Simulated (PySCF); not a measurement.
Na₂O, optimised at HF/6-31G*:

```xyz
3

Na     1.1761     1.1517    -1.0470
O      0.0000     0.0000     0.0000
Na    -1.1761    -1.1517     1.0470
```

Computed with PySCF and rigid-rotor harmonic-oscillator thermochemistry at 1 bar. 6-31G* has spherical d functions here. All species are closed-shell singlets.

**Question.** List the harmonic frequencies (cm⁻¹, unscaled) at this level and at the other levels, each on its own geometry.

**Answer.** 
- HF/6-31G*: 51, 51, 403, 763
- PBE0/def2-TZVP: 42, 49, 364, 695
